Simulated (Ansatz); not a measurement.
Species: CH2NO, charge 0, doublet. CH2NO (SMILES [NH]C=O, doublet).
B3LYP-D3(BJ)/def2-TZVP minimum from Ansatz (an electronic-structure program):
```xyz
5

N     -1.0726     0.2423     0.4370
C      0.2320     0.2797    -0.0282
O      0.9000    -0.6726    -0.3319
H     -1.7207     0.6880    -0.2209
H      0.6363     1.3187    -0.0132
```
Charge 0, spin multiplicity 2.

Total energies in aug-cc-pVDZ, 17 correlated electrons, 3 frozen orbitals. Radicals and triplets start from unrestricted determinants; spin-orbit coupling is neglected. Correlated methods leave the cores frozen. No relativity.

```
method    program  energy (Eh)  minus CCSDT(Q) (mEh)
--------  -------  -----------  --------------------
HF         Ansatz   -168.31804                506.82
MP2        Ansatz   -168.78202                 42.85
CCSD       Ansatz   -168.80481                 20.05
CCSD(T)    Ansatz   -168.82248                  2.39
CCSDT(Q)   Ansatz   -168.82487                  0.00
```

Rough core times of Ansatz's runs on a shared machine: CCSD(T) 30 s, CCSDT(Q) 80 min.
